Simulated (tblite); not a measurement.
C7H12OSi2.
Geometry (GFN2-xTB, Å), atoms numbered from 1 in this order:
```
atom  x, y, z in Å
C1     3.0509    1.0480    0.2508
C2     2.2707    0.1968   -0.3876
C3     1.6368   -1.0095    0.2399
C4     0.1415   -0.8237    0.2557
C5    -0.6477   -1.6112   -0.4909
C6    -2.0903   -1.4780   -0.6981
O7    -2.8274   -2.4381   -0.8235
Si8   -2.7939    0.3063   -0.9898
Si9   -1.2678    1.6238    0.1302
C10   -0.3550    0.2652    1.1401
H11    3.3090    0.9143    1.2892
H12    3.4762    1.9083   -0.2371
H13    2.0252    0.3512   -1.4302
H14    1.8991   -1.8993   -0.3372
H15    2.0097   -1.1319    1.2598
H16   -0.2084   -2.4566   -1.0081
H17   -4.1804    0.3114   -0.5191
H18   -2.8280    0.4686   -2.4494
H19   -1.7785    2.6002    1.1007
H20   -0.2556    2.3312   -0.6641
H21   -1.0696   -0.1416    1.8571
H22    0.4729    0.6841    1.7092
```

Method: GFN2-xTB as coded in tblite; computed harmonic values from a numerical Hessian at the method's own geometry, unscaled. Errors from tens to a few hundred cm⁻¹ against measured bands are possible. Modes of hydrogen on silicon can be 10 to 20 % off. One conformer, not necessarily the lowest.

Harmonic wavenumbers (cm⁻¹): 27.0, 35.3, 58.6, 99.7, 135.6, 215.9, 232.1, 248.9, 315.5, 341.1, 366.5, 393.6, 426.5, 454.2, 472.5, 520.7, 525.4, 540.5, 582.5, 600.5, 639.8, 661.8, 682.7, 731.2, 781.7, 793.3, 811.5, 822.6, 892.0, 913.5, 921.4, 966.7, 1023.0, 1078.4, 1081.5, 1138.6, 1166.9, 1181.7, 1214.5, 1261.5, 1294.2, 1316.3, 1413.8, 1464.8, 1471.5, 1637.3, 1677.9, 1714.7, 2192.3, 2207.3, 2214.6, 2245.4, 2964.5, 2970.5, 2971.8, 3010.2, 3033.9, 3057.6, 3095.9, 3125.3.

A = 1545, B = 674.2, C = 520.9 MHz; mass 168.043 u (most abundant isotopes); point group C1, symmetry number 1.

**Question.** Zero-point energy?

**Answer.** ½Σν̃ = 35218 cm⁻¹ = 421.30 kJ/mol.

**Question.** What is S at 400 K and 1 bar for an ideal gas of classical rigid rotors and harmonic oscillators?

**Answer.** Translation 178.87, rotation 132.37, vibration 229.93: S = 541.2 J/(mol K).

**Question.** And Cp and H(400 K) − H(0)?

**Answer.** Cp = 259.14 J/(mol K), of which vibrations give 225.88 (their classical limit is 60 R = 498.9); H(400 K) − H(0) = 59.78 kJ/mol without the zero-point energy, 46.48 from vibrations.

**Question.** How do the functions run with temperature in this model?

**Answer.** 
```
 T (K)  S (J/(mol K))  Cp (J/(mol K))  H − H(0) (kJ/mol)  G − H(0) (kJ/mol)  ln q(vib)
   150          362.9           119.3              11.48             -42.96       4.93
   250          438.4           180.8              26.51             -83.08       8.42
298.15          472.6           208.3              35.89            -105.02      10.11
   600          661.1           332.0             119.41            -277.23      20.52
   900          809.7           399.8             230.09            -498.66      29.96
```

q(vib) and H(0) count from the zero-point level.

**Question.** Which modes carry the vibrational entropy at 400 K?

**Answer.** 27.0 cm⁻¹: 27.71; 35.3 cm⁻¹: 25.48; 58.6 cm⁻¹: 21.27; 99.7 cm⁻¹: 16.89; 135.6 cm⁻¹: 14.37; 215.9 cm⁻¹: 10.62 J/(mol K); the other 54 give 113.59 together.

**Question.** Blend soft modes into free rotors: weight 1/[1 + (100 cm⁻¹/ν̃)⁴] for the oscillator and the rest for a rotor with moment μB/(μ + B), μ = h/(8π²ν), B = 10⁻⁴⁴ kg m². What vibrational entropy results?

**Answer.** 205.33 J/(mol K) in place of 229.93, which changes −T·S at 400 K by +9.84 kJ/mol.

Hindered rotation and anharmonicity are outside this model. Other conformers, if any are populated, would add a mixing term that is left out. The structure is chiral; the term R ln 2 for an equal mix with its mirror image is left out.
